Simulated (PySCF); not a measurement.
## Xe⁺ (xenon, charge +1): UHF calculation

Configuration: [Kr] 4d10 5s2 5p5, 2P determinant. All numbers are calculated (PySCF 2.14, the spin-free X2C one-electron Hamiltonian (Gaussian nucleus), in x2c-TZVPall (8s6p4d2f, 60 functions)).

| Item | Value |
| --- | --- |
| Total energy | -7443.041000 hartree |
| One-electron energy | -10176.6102 hartree |
| Hartree (Coulomb) energy | 2919.2576 hartree |
| Exchange energy | -185.6884 hartree |
| ⟨S²⟩ | 0.7581 |
| ⟨L²⟩ | 2.033 |
| Sum of ⟨r⟩ | 35.66 bohr |
| Sum of ⟨r²⟩ | 51.77 bohr² |
| Traceless quadrupole moment −½Σ⟨3z² − r²⟩ along its main axis | 2.17 e·bohr² |
| Langevin diamagnetic susceptibility | -41.0 ×10⁻⁶ cm³/mol |
| Time after the integrals | 0.25 s of wall time on 1 thread of Neoverse-V2 (shared host) |

| shell | electrons | mean orbital energy (eV) | spread (eV) | rms radius, mean of both spins (bohr) |
| --- | --- | --- | --- | --- |
| 1s α | 1 | -34735.8 | 0 | 0.0305 |
| 1s β | 1 | -34735.7 | 0 | 0.0305 |
| 2s α | 1 | -5516.2 | 0 | 0.124 |
| 2s β | 1 | -5516.1 | 0 | 0.124 |
| 2p α | 3 | -4947.7 | 0.119 | 0.111 |
| 2p β | 3 | -4947.6 | 0.047 | 0.111 |
| 3s α | 1 | -1180.0 | 0 | 0.326 |
| 3s β | 1 | -1179.9 | 0 | 0.326 |
| 3p α | 3 | -991.57 | 0.311 | 0.326 |
| 3p β | 3 | -991.45 | 0.004 | 0.326 |
| 3d α | 5 | -710.43 | 0.266 | 0.304 |
| 3d β | 5 | -710.38 | 0.169 | 0.304 |
| 4s α | 1 | -239.56 | 0 | 0.762 |
| 4s β | 1 | -239.31 | 0 | 0.762 |
| 4p α | 3 | -177.15 | 0.702 | 0.815 |
| 4p β | 3 | -176.87 | 0.004 | 0.815 |
| 4d α | 5 | -82.779 | 0.759 | 0.944 |
| 4d β | 5 | -82.586 | 0.406 | 0.944 |
| 5s α | 1 | -37.775 | 0 | 1.98 |
| 5s β | 1 | -35.062 | 0 | 1.98 |
| 5p α | 3 | -22.039 | 1.756 | 2.37 |
| 5p β | 2 | -20.903 | 0 | 2.37 |

Densities and radii are taken from the X2C orbitals without a picture-change correction, which distorts them close to the nucleus.
